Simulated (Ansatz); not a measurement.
Calculated with Ansatz (gas phase, PBE0-D4/def2-TZVP geometries, no zero-point term in ΔE). CCSD(T)/CBS adds triple-zeta CCSD(T) − MP2 to the extrapolated MP2 energy (def2 sets, frozen cores). This one scheme is used for every species. DFT in def2-TZVPP. HSE06 is defined as in plane-wave codes.

`C#[C][Al]([Cl])[Cl]` + `N[SiH3]` → `C#CN[SiH3]` + `[Cl][AlH][Cl]`  (substitution at a C–Al bond)

`C#[C][Al]([Cl])[Cl]`:

```xyz
6

C    -0.960   -1.485    0.746
C    -0.353   -0.550    0.279
Al    0.586    0.904   -0.454
Cl   -0.113    1.858   -2.159
Cl    2.337    1.582    0.429
H    -1.496   -2.310    1.159
```

`N[SiH3]`:

```xyz
7

N    -0.040   -0.964   -0.456
Si    0.093    0.547    0.356
H     0.401   -1.087   -1.353
H    -0.905   -1.478   -0.411
H     1.526    0.939    0.358
H    -0.676    1.680   -0.241
H    -0.398    0.363    1.746
```

`C#CN[SiH3]`:

```xyz
9

C    -2.189   -0.440    0.774
C    -0.995   -0.486    0.637
N     0.327   -0.495    0.442
Si    1.131    0.536   -0.708
H    -3.244   -0.408    0.904
H     0.854   -1.141    1.009
H     2.570    0.191   -0.595
H     0.637    0.278   -2.083
H     0.910    1.966   -0.381
```

`[Cl][AlH][Cl]`:

```xyz
4

Cl   -1.921   -0.500   -0.328
Al    0.031    0.064    0.125
Cl    1.518   -0.325   -1.280
H     0.371    0.761    1.483
```

```json
{"level": "B97M-V", "ΔE (kJ/mol)": "101.2", "difference from CCSD(T)/CBS": "-13.1"}
{"level": "r2SCAN0-D4", "ΔE (kJ/mol)": "102.2", "difference from CCSD(T)/CBS": "-12.1"}
{"level": "B2PLYP", "ΔE (kJ/mol)": "106.5", "difference from CCSD(T)/CBS": "-7.8"}
{"level": "PBE-QIDH", "ΔE (kJ/mol)": "103.9", "difference from CCSD(T)/CBS": "-10.4"}
{"level": "PBE0", "ΔE (kJ/mol)": "94.1", "difference from CCSD(T)/CBS": "-20.2"}
{"level": "r2SCAN0", "ΔE (kJ/mol)": "102.1", "difference from CCSD(T)/CBS": "-12.2"}
{"level": "HSE06", "ΔE (kJ/mol)": "94.1", "difference from CCSD(T)/CBS": "-20.2"}
{"level": "HF/def2-SVP", "ΔE (kJ/mol)": "91.4", "difference from CCSD(T)/CBS": "-22.9"}
{"level": "CCSD/def2-SVP", "ΔE (kJ/mol)": "93.3", "difference from CCSD(T)/CBS": "-21.0"}
{"level": "MP2/CBS(def2)", "ΔE (kJ/mol)": "116.5", "difference from CCSD(T)/CBS": "2.2"}
{"level": "CCSD(T)/CBS", "ΔE (kJ/mol)": "114.3", "difference from CCSD(T)/CBS": "0"}
```

Largest T1 diagnostic among the species: 0.012.

From BLYP to BHLYP (50 % exact exchange), in def2-TZVPP and without D4, ΔE moves by +3.7 kJ/mol. At CCSD(T), def2-SVP lies −20.9 kJ/mol from the extrapolated value and def2-TZVPP −0.7 kJ/mol. Leaving LDA and LC-ωPBE aside and taking each functional with its dispersion term where it has one, the values, not all of them listed here, spread over 15.4 kJ/mol, from PBE-D4 to B2PLYP. LDA lies −15.9 kJ/mol from PBE without D4.
